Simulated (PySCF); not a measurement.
A PySCF script (with the pyscf-properties extension) for the NMR shieldings of SMILES C(P(C)CC#N)(C)(C)C, C7H14NP, on a GFN2-xTB geometry:

```python
import basis_set_exchange as bse
import numpy as np
from pyscf import gto, dft
from pyscf.prop import nmr

atoms = """
C     1.385496   -1.681034    0.131511
P     0.763983   -0.130348    0.924262
C     1.798023    1.063804   -0.102697
C     3.165057    0.923716    0.299285
N     4.253603    0.789604    0.625251
C    -0.938333    0.094623    0.109927
C    -0.981399    0.000456   -1.411850
C    -1.821454   -0.996391    0.718863
C    -1.454694    1.463372    0.559166
H     1.323479   -1.651760   -0.955348
H     2.428666   -1.797943    0.425315
H     0.827289   -2.533822    0.511919
H     1.711730    0.846566   -1.170939
H     1.470167    2.085468    0.103423
H    -0.403451    0.793063   -1.882882
H    -0.618255   -0.962027   -1.765206
H    -2.013608    0.104920   -1.745090
H    -2.863815   -0.840056    0.444797
H    -1.747586   -0.981920    1.805612
H    -1.523696   -1.981790    0.366511
H    -2.504059    1.579476    0.291702
H    -1.363979    1.568130    1.639493
H    -0.897918    2.270880    0.087053
"""
names = dict.fromkeys(["C", "P", "N", "H"], "pcSseg-1")
basis = {el: gto.basis.parse(bse.get_basis(n, elements=[el], fmt="nwchem")) for el, n in names.items()}
mol = gto.M(atom=atoms, basis=basis, charge=0, verbose=0)
mf = dft.RKS(mol, xc="PBE0")
mf.grids.level = 2
mf.grids.alignment = dft.numint.BLKSIZE   # the property module wants whole blocks of grid points
mf.conv_tol = 1e-9
mf.kernel()

calc = nmr.RKS(mf)   # GIAO
C = mf.mo_coeff
Co = C[:, mf.mo_occ > 0]
resp = mf.gen_response(singlet=True, hermi=2)
def vind(x):   # induced exchange potential for any number of trial vectors
    d = np.einsum("pi,xij,qj->xpq", C, 2 * x.reshape(-1, C.shape[1], Co.shape[1]), Co, optimize=True)
    return np.einsum("xpq,pi,qj->xij", resp(d - d.transpose(0, 2, 1)), C, Co, optimize=True).ravel()
mo1, _ = nmr.rhf.solve_mo1(calc, with_cphf=vind)
sigma = calc.kernel(mo1)
for i, s in enumerate(sigma):   # ppm
    print("%2d %-2s %9.2f" % (i, mol.atom_pure_symbol(i), np.trace(s) / 3))
```

Question: What does it print?

Answer: 
```
 0 C     176.86
 1 P     339.14
 2 C     173.05
 3 C      64.52
 4 N     -32.79
 5 C     154.63
 6 C     164.07
 7 C     157.39
 8 C     156.80
 9 H      30.74
10 H      30.04
11 H      30.61
12 H      29.75
13 H      29.50
14 H      30.93
15 H      30.55
16 H      30.71
17 H      30.74
18 H      30.53
19 H      30.67
20 H      30.66
21 H      30.42
22 H      30.77
```

These numbers come from an equivalent density-fitted implementation of the same equations, which agrees with the script to about 0.01 ppm for H and up to a few tenths of a ppm for heavy atoms, so last digits may differ.

Size and cost of the density-fitted run: 230 basis functions, 72 s wall time on 1 thread of an Arm Neoverse V1, shared host; peak memory 1.1 GiB.
